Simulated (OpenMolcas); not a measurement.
# Mn IV: input and output

Input:

```
&GATEWAY
Coord
1

Mn 0.0 0.0 0.0
Basis=ANO-RCC-VTZP
Group=XYZ
NoMove
AngMom=0.0 0.0 0.0
AMFI
&SEWARD
&RASSCF
FileOrb=start.orb
Symmetry=1
Spin=5
nActEl=4 0 0
Inactive=3 6
Ras2=5 0
CIRoot=5 5 1
SDav=5
CIMx=300
Iter=120 100
PrWF=0.3
OrbListing=Nothing
MaxOrb=0
Atom
>>> COPY $Project.JobIph JOB001
&RASSCF
FileOrb=start.orb
Symmetry=1
Spin=3
nActEl=4 0 0
Inactive=3 6
Ras2=5 0
CIRoot=45 45 1
SDav=45
CIMx=300
Iter=120 100
PrWF=0.3
OrbListing=Nothing
MaxOrb=0
Atom
CIOnly
>>> COPY $Project.JobIph JOB002
&RASSI
NrOfJobIphs=2 5 30
1 2 3 4 5
1 2 3 4 5 6 7 8 9 10 11 12 13 14 15 16 17 18 19 20 21 22 23 24 25 26 27
28 29 30
IphNames
JOB001
JOB002
EJob
SpinOrbit
DIPRint=1.0
SOCoupling=1000.0
Subsets=2
MEES
Property=10
'ANGMOM' 1 'ANGMOM' 2 'ANGMOM' 3 'MLTPL  1' 1 'MLTPL  1' 2 'MLTPL  1' 3
'AMFI' 1 'AMFI' 2 'AMFI' 3 'MLTPL  2' 6
SOProperty=3
'ANGMOM' 1 'ANGMOM' 2 'ANGMOM' 3
```

Launched by
```bash
OMP_NUM_THREADS=1 MOLCAS_MEM=2252 MOLCAS_PROJECT=a pymolcas a.inp > a.log  # once for each step of the input, in one work folder
```

A driver script runs the steps one by one and writes start.orb anew before each from the orbitals found so far, so a CI-only block uses the converged orbitals of the first block.

Output, cut to the results:

```
--- SEWARD ---
Basis set label: MN.ANO-RCC...6S5P3D2F1G.

      Electronic valence basis set:
      ------------------
      Associated Effective Charge  25.000000 au
      Associated Actual Charge     25.000000 au
      Nuclear Model: Point charge

      Shell  nPrim  nBasis  Cartesian Spherical Contaminant
         s      21       6        X
         p      15       5        X
         d      10       3                 X
         f       6       2                 X
         g       4       1                 X
                  Relativistic Douglas-Kroll-Hess integrals:
                    - DKH order of Hamiltonian: 2
                    - DKH order of Properties : 0
                  Atomic mean-field integrals
--- RASSCF ---
Wave function specifications:
      -----------------------------

      Number of closed shell electrons          18
      Number of electrons in active shells       4
      Max number of holes in RAS1 space          0
      Max nr of electrons in RAS3 space          0
      Number of inactive orbitals                9
      Number of active orbitals                  5
      Number of secondary orbitals              45
      Spin quantum number                      2.0
      State symmetry                             1
Orbital specifications:
      -----------------------

      Symmetry species                           1   2
                                                ag  au
      Frozen orbitals                            0   0
      Inactive orbitals                          3   6
      Active orbitals                            5   0
      RAS1 orbitals                              0   0
      RAS2 orbitals                              5   0
      RAS3 orbitals                              0   0
      Secondary orbitals                        22  23
      Deleted orbitals                           0   0
      Number of basis functions                 30  29
      Number of CSFs                             5
      Number of root(s) required                 5
      Iter CI   SX   CI       RASSCF       Energy    max ROT     max BLB   max BLB  Level Ln srch  Step   QN
          iter iter root      energy       change     param      element    value   shift minimum  type update
 Nr of preliminary CI iterations:   1
      Total energies have been shifted. Add                -1000.00 au
        1   1    8    0  -155.21880113    0.00E+00  -1.75E-01*   5  11 2 -3.32E-01*  0.00   0.00    SX    NO
        2   1    8    0  -155.37954589   -1.61E-01*  5.80E-02    4  10 2  2.26E-01*  0.00   0.00    SX    NO
        3   1    8    0  -155.39867331   -1.91E-02* -4.20E-02    5  11 2 -1.05E-01*  0.00   0.00    SX    NO
        4   1    8    0  -155.40538347   -6.71E-03*  2.54E-02    4  10 2  6.60E-02*  0.00   0.00    SX    NO
        5   1    8    0  -155.40748666   -2.10E-03*  9.61E-03    4  10 2 -3.86E-02*  0.00   0.62    QN   YES
        6   1    7    0  -155.40881308   -1.33E-03*  6.37E-04    5  11 2 -1.90E-03*  0.00   1.06    QN   YES
        7   1    5    0  -155.40881748   -4.41E-06*  1.22E-05    3  11 1 -5.77E-05   0.00   0.99    QN   YES
        8   1    5    0  -155.40881748   -2.82E-09  -2.73E-06    3  11 1 -1.19E-05   0.00   1.09    QN   YES
      Convergence after  8 iterations
        9   1    5    0  -155.40881748   -9.96E-11  -2.73E-06    5  11 2 -1.79E-06   0.00   1.09    QN   YES
      Natural orbitals and occupation numbers for root  1
      sym 1:   1.000000   1.000000   1.000000  -0.000000   1.000000
      Natural orbitals and occupation numbers for root  2
      sym 1:   1.000000  -0.000000   1.000000   1.000000   1.000000
      Natural orbitals and occupation numbers for root  3
      sym 1:   0.000000   1.000000   1.000000   1.000000   1.000000
::    RASSCF root number  1 Total energy:  -1155.40881748
::    RASSCF root number  2 Total energy:  -1155.40881748
::    RASSCF root number  3 Total energy:  -1155.40881748
::    RASSCF root number  4 Total energy:  -1155.40881748
::    RASSCF root number  5 Total energy:  -1155.40881748
--- RASSCF ---
Wave function specifications:
      -----------------------------

      Number of closed shell electrons          18
      Number of electrons in active shells       4
      Max number of holes in RAS1 space          0
      Max nr of electrons in RAS3 space          0
      Number of inactive orbitals                9
      Number of active orbitals                  5
      Number of secondary orbitals              45
...
--- RASSI ---
SPIN-FREE ENERGIES:
  (Shifted by EMIN (a.u.) =      -1155.4088174832)

 SF State       Relative EMIN(au)   Rel lowest level(eV)    D:o, cm**(-1)      L_eff

     1             0.0000000000        0.0000000000              0.0000         2.0
     2             0.0000000000        0.0000000000              0.0000         2.0
     3             0.0000000000        0.0000000000              0.0000         2.0
     4             0.0000000000        0.0000000000              0.0000         2.0
     5             0.0000000000        0.0000000000              0.0000         2.0
     6             0.1066597597        2.9023599183          23409.1114         5.0
     7             0.1066597597        2.9023599183          23409.1114         5.0
     8             0.1066597597        2.9023599183          23409.1114         5.0
     9             0.1066597597        2.9023599183          23409.1114         5.0
    10             0.1066597597        2.9023599183          23409.1114         5.0
    11             0.1066597597        2.9023599183          23409.1114         5.0
    12             0.1066597597        2.9023599183          23409.1114         5.0
    13             0.1066597597        2.9023599183          23409.1114         5.0
    14             0.1066597597        2.9023599183          23409.1114         5.0
    15             0.1066597597        2.9023599183          23409.1114         5.0
    16             0.1066597597        2.9023599183          23409.1114         5.0
    17             0.1191002111        3.2408818471          26139.4749         1.0
    18             0.1191002111        3.2408818471          26139.4749         1.0
    19             0.1191002111        3.2408818471          26139.4749         1.0
    20             0.1226395890        3.3371932255          26916.2786         3.0
    21             0.1226395890        3.3371932255          26916.2786         3.0
...
```

Levels above the lowest, from the spin-orbit matrix, grouped by J:

| Configuration | Term | J | E (cm⁻¹) | Measured (cm⁻¹) | g | Term weight % | Second |
| --- | --- | --- | --- | --- | --- | --- | --- |
| 3d⁴ | ⁵D | 0 | 0.0 | 0.0 |  | 100 |  |
| 3d⁴ | ⁵D | 1 | 102 | 99.0 | 1.501 | 100 |  |
| 3d⁴ | ⁵D | 2 | 301 | 287 | 1.501 | 100 |  |
| 3d⁴ | ⁵D | 3 | 588 | 552 | 1.501 | 100 |  |
| 3d⁴ | ⁵D | 4 | 952 | 886 | 1.501 | 100 |  |
| 3d⁴ | ³H | 4 | 23751 | 21281 | 0.801 | 100 |  |
| 3d⁴ | ³H | 5 | 23934 | 21475 | 1.034 | 100 |  |
| 3d⁴ | ³H | 6 | 24192 | 21679 | 1.167 | 100 |  |
| 3d⁴ | ³P | 0 | 25645 | 20654 |  | 100 |  |
| 3d⁴ | ³P | 1 | 26196 | 21279 | 1.501 | 100 |  |
| 3d⁴ | ³P | 2 | 27301 | 22325 | 1.498 | 100 |  |
| 3d⁴ | ³F | 2 | 27355 | 22791 | 0.670 | 100 |  |
| 3d⁴ | ³F | 3 | 27403 | 22862 | 1.074 | 97 | 3 ³G |
| 3d⁴ | ³F | 4 | 27556 | 22959 | 1.244 | 96 | 3 ³G |

Against the 13 measured excited levels shown (Corliss and Sugar, J. Phys. Chem. Ref. Data 6, 1253 (1977)) the mean absolute deviation is 2800 cm-1; the largest miss in energy is 3d⁴ ³P₀: computed 25645, measured 20654 cm⁻¹ (+24.2 %).

Without dynamic correlation excited terms often stand tens of per cent too high (terms of higher spin than the ground term too low), and those without a measured partner can miss by more than the paired ones. Terms from blocks run as CI alone lack orbitals of their own. Computed and measured levels are paired by configuration, term and J; levels that our copy of the source lacks, or whose pairing is in doubt (as where it misses far off the trend of its configuration), stay unpaired and out of the deviations. Levels of configurations outside the active space are missing. The first state left out of the spin-orbit step lies near 35000 cm-1 above the lowest spin-free state of the reference (among the parities and spins computed), and the list stops at four fifths of that energy or lower.

The RASSCF and RASSI steps took 12 s on 1 thread of Intel(R) Xeon(R) Platinum 8488C (Sapphire Rapids), on a shared host; the integral step is not counted.

The term weight is that of the spin-free term in the level, not the purity of its configuration.
